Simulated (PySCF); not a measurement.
Spinor energies of Bi²⁺ (bismuth, charge +2)

Start: [Xe] 4f14 5d10 6s2 6p1; 6p3/2 filled at m_j = +3/2. Calculated with PySCF 2.14 in x2c-SVPall-2c with one added diffuse shell each of s, p type (8s12p7d2f, 93 functions): generalised Hartree-Fock with the X2C-1e Hamiltonian and a Gaussian nucleus; one run each with spin-orbit coupling (SO) switched off, then screened by Boettger's factors. This is a chosen level, not necessarily the ground level.

| spinor shell | electrons | ε, spin-free (eV) | ε, screened SO (eV) | weight of nominal j (screened SO) | rms radius, screened SO (bohr) |
| --- | --- | --- | --- | --- | --- |
| 1s1/2 | 2 | -91062.1 | -91020.3 | 1.000 | 0.0178 |
| 2s1/2 | 2 | -16536.2 | -16522.9 | 1.000 | 0.0718 |
| 2p1/2 | 2 | -14170.7 | -15852.7 | 1.000 | 0.0606 |
| 2p3/2 | 4 | -14170.7 | -13527.3 | 1.000 | 0.0691 |
| 3s1/2 | 2 | -4078.8 | -4074.5 | 1.000 | 0.183 |
| 3p1/2 | 2 | -3392.9 | -3772.3 | 1.000 | 0.175 |
| 3p3/2 | 4 | -3392.9 | -3244.5 | 1.000 | 0.192 |
| 3d3/2 | 4 | -2689.3 | -2753.6 | 1.000 | 0.168 |
| 3d5/2 | 6 | -2689.3 | -2642.8 | 1.000 | 0.172 |
| 4s1/2 | 2 | -989.78 | -988.57 | 1.000 | 0.401 |
| 4p1/2 | 2 | -761.25 | -855.77 | 1.000 | 0.404 |
| 4p3/2 | 4 | -761.25 | -724.16 | 1.000 | 0.438 |
| 4d3/2 | 4 | -493.29 | -507.43 | 1.000 | 0.450 |
| 4d5/2 | 6 | -493.29 | -482.93 | 1.000 | 0.455 |
| 4f5/2 | 6 | -197.02 | -199.60 | 1.000 | 0.479 |
| 5s1/2 | 2 | -199.45 | -199.47 | 1.000 | 0.891 |
| 4f7/2 | 8 | -197.02 | -194.25 | 1.000 | 0.481 |
| 5p1/2 | 2 | -132.73 | -151.11 | 1.000 | 0.952 |
| 5d3/2 | 4 | -53.416 | -55.337 | 0.999 | 1.29 |
| 5d5/2 | 6 | -53.416 | -52.362 | 0.999 | 1.32 |
| 6s1/2 | 2 | -34.146 | -34.287 | 1.000 | 2.24 |
| 6p3/2 | 1 | -23.142 | -22.422 | 1.000 | 2.92 |

Where does 5p3/2 lie, and what is the 5p spin-orbit splitting (screened SO)?

At -125.95 eV, 25.157 eV above 5p1/2.

```tsv
quantity	spin-free	screened SO
E (hartree)	-21511.77650	-21552.69412
M_J	3/2	3/2
⟨J²⟩	3.756	3.756
⟨L²⟩	2.004	2.201
⟨S²⟩	0.752	0.949
```

Each row is a mean over spinors that exchange with the open shell spreads, by up to 1.973 eV (6s1/2).

Breit and QED terms are absent; they matter most for the inner s and p1/2 levels.

Densities and radii are taken from the X2C orbitals without a picture-change correction, which distorts them close to the nucleus.

Without spin-orbit coupling the j labels of p, d and f shells carry no meaning; the spin-free column gives the mean over the occupied spinors of each nl shell.
